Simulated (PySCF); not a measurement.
## Ionising PbI

PBE0; Pb def2-SVP with ECP60, I def2-SVP with ECP28; scalar-relativistic core potentials (PySCF 2.14). Neutral (UKS): doublet (π ↑), Re = 2.823 Å, ωe = 167 cm⁻¹, De = 2.95 eV, HOMO -4.84 eV, LUMO -3.19 eV.

PbI⁺ (UKS): singlet (closed shell), Re = 2.697 Å, ωe = 205 cm⁻¹. The energies at the minima are -490.62578 hartree for PbI and -490.37865 for PbI⁺.

(1) Work out the adiabatic ionisation energy, without and with harmonic zero-point energies (1 hartree = 27.2114 eV, 1 eV = 8065.5 cm⁻¹), and the change of the bond length.

Spin–orbit coupling is left out, which matters for elements this heavy, above all for dissociation energies. States were picked by a PBE0 search and need not be the measured ground states.

## Answers

(1) At PBE0: 0.24713 hartree = 6.725 eV between the minima; the zero-point term (205.0 − 167.0)/2 cm⁻¹ = +0.002 eV makes it 6.727 eV. Re changes by -12.6 pm against the neutral. The electron leaves a π orbital; in so polar a molecule the change of length follows mostly from the change of the ionic charges.
